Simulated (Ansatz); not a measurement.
`O[SiH2]S[SiH2]F` → F• + 5 H• + O• + S• + 2 Si•  (atomization)

Program: Ansatz. Geometries: PBE0-D4/def2-TZVP. ΔE: electronic, gas phase. CCSD(T)/CBS is the MP2 limit (def2-TZVPP, def2-QZVPP) plus CCSD(T) − MP2 in def2-TZVPP, frozen cores. This one scheme is used for every species, atoms too. DFT in def2-TZVPP. Open shells (•) are unrestricted, without spin–orbit coupling. Spin–orbit coupling would lower the free atoms: a little for F, O, S, Si. One conformer a species, not always the lowest.

CCSD(T)/CBS gives +3499.7 kJ/mol.

(1) Another level gave +3502.6 kJ/mol. Which?
A. PBE-QIDH/def2-TZVPP
B. revPBE/def2-TZVPP
C. ωB97X-V/def2-TZVPP
D. r2SCAN0/def2-TZVPP

Largest T1 diagnostic among the species: 0.012.

## Answers

(1) C. ωB97X-V 3502.6, PBE-QIDH 3432.3, r2SCAN0 3419.0, revPBE 3333.0 kJ/mol.

The D4 term adds +42.0 kJ/mol with B3LYP and +22.0 kJ/mol with PBE0; it sums over pairs of atoms, weighted by their polarisabilities, and B3LYP, whose exchange is more repulsive, gets the larger term. From PBE to PBE0 (25 % exact exchange), in def2-TZVPP and without D4, ΔE moves by −46.2 kJ/mol: exact exchange takes away binding that semilocal exchange gives to molecules. At CCSD(T), def2-SVP lies −327.6 kJ/mol from the extrapolated value and def2-TZVPP −114.8 kJ/mol: correlation converges slowly with the basis, and small sets miss more of it in the bonded molecule than in its fragments.

B3LYP here is the variant with VWN-RPA as its local correlation; programs differ in this.

For atomizations the MP2-based limit and the directly extrapolated one differ by several kJ/mol either way, and by 10 to 25 for some Ge, Se and Sn compounds, so smaller differences from it don't rank the levels.
